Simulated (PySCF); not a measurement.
These compounds are isomers of formula C$_{4}$H$_{10}$O$_{2}$Si.

A. SMILES O=C(CC)OC[SiH3]
B. `InChI=1S/C4H10O2Si/c1-7(2,3)6-4-5/h4H,1-3H3`
C. `C=C(CC)O[SiH2]O`
D. SMILES CCC(=O)[SiH2]OC
E. SMILES C(C)(C)OC(=O)[SiH3]

Spectrum 1. 13C{1H} NMR (computed): δ 165.3 (CH), 0.3 (CH3).

Spectrum 2. 13C{1H} NMR (computed): δ 186.3 (C), 55.8 (CH2), 31.6 (CH2), 11.5 (CH3).

Spectrum 3. 13C{1H} NMR (computed): δ 253.4 (C), 53.4 (CH3), 45.2 (CH2), 7.2 (CH3).

Spectrum 4. 13C{1H} NMR (computed): δ 186.2 (C), 68.8 (CH), 23.9 (CH3).

Spectrum 5. 13C{1H} NMR (computed): δ 169.6 (C), 92.8 (CH2), 35.5 (CH2), 16.1 (CH3).

[PySCF: GIAO PBE0/pcSseg-1 shieldings; geometry: GFN2-xTB; non-relativistic; rapidly exchanging positions averaged; gas phase; single conformer]

Chemical shifts δ = σref − σ; 13C (σ = 186.93 ppm) vs TMS, all at this level. Shifts are as computed. Against solution values, carbons near 30 ppm lie about +3 ppm off and those near 130 ppm about +5 ppm. Of 1211 compounds with measured shifts, 218 miss one by over three times the rms of a fit or turn the order of signals round; such compounds aren't used in these exercises.

Q: Which spectrum belongs to which compound?

A: 1–B, 2–A, 3–D, 4–E, 5–C.

- Spectrum 1 (B): 2 13C signals; δC 0.3 is a methyl carbon bonded to Si; δC 165.3 is a carbonyl carbon.
- Spectrum 2 (A): 4 13C signals; δC 186.3 is an ester carbonyl carbon; δC 55.8 is an sp3 CH2 bonded to O and Si.
- Spectrum 3 (D): 4 13C signals; δC 53.4 is a methyl carbon bonded to O; δC 45.2 is an sp3 CH2 α to a carbonyl.
- Spectrum 4 (E): 3 13C signals; δC 68.8 is an sp3 CH bonded to O; δC 23.9 is a methyl carbon.
- Spectrum 5 (C): 4 13C signals; δC 169.6 is an alkene carbon bearing oxygen; δC 92.8 is a β carbon of an enol-ether or enamine type C=C.
